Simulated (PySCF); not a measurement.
Gas-phase reaction: Ge3H8 + GeF2 + 3 F2 → 4 GeH2F2

Method: PySCF energies plus ideal-gas RRHO corrections (1 bar). † marks an energy on the PBE0/def2-TZVP geometry and frequencies; other levels use their own. MP2 freezes the core. 6-31G* has spherical d functions here. All species are closed-shell singlets. B3LYP is the form with VWN-RPA correlation. Ge: all electrons, no relativistic terms. GeH2F2: computed as isolated molecules; such fragments, hydroxides, amides, oligomers or adducts are transient or little studied in the gas. MP2 isn't extrapolated to the basis-set limit; its ΔH°(298 K) is -2014.1 kJ in def2-SVP and -2048.3 kJ in def2-TZVPP. The harmonic model lacks anharmonicity and excited electronic states, which grow with temperature; levels with a mode under 35 cm⁻¹ are left out. Internal rotation in Ge3H8 is treated as a harmonic vibration of one conformer, which makes the entropy rough.

```
level               ΔE electronic, kJ  ΔH°(298 K), kJ  ΔS°(298 K), J/K  ΔG°(1800 K), kJ
------------------  -----------------  --------------  ---------------  ---------------
B3LYP/6-31G*                    -1810           -1797             -159            -1498
BLYP/def2-TZVP†                 -1810           -1798             -154            -1509
MP2/def2-SVP†                   -2026           -2014             -154            -1725
MP2/def2-TZVPP†                 -2061           -2048             -154            -1760
PBE/def2-SVP                    -1779           -1766             -156            -1472
PBE0/def2-TZVP                  -1903           -1891             -154            -1602
r2SCAN/def2-TZVP†               -1928           -1916             -154            -1627
ωB97M-V/def2-TZVP†              -1927           -1915             -154            -1626
ωB97X-V/def2-TZVP†              -1944           -1932             -154            -1643
```
ΔH° is lowest at MP2/def2-TZVPP† and highest at PBE/def2-SVP. No reference value is set beside these.
